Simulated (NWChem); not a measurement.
CH₆N cation; SMILES C[NH3+]

Program: NWChem. B3LYP is NWChem's, with the RPA form of VWN correlation. Each level has its own optimisation; frequencies are unscaled.

For level B3LYP/3-21G:

- highest harmonic frequency (cm⁻¹) = 3386
- lowest (cm⁻¹) = 278
- zero-point energy (kcal/mol) = 49.9

### Question
What are these values for level Hartree-Fock/STO-3G?

### Answer
The highest harmonic frequency (cm⁻¹) is 4008, the lowest (cm⁻¹) is 291 and the zero-point energy (kcal/mol) comes out as 57.1.
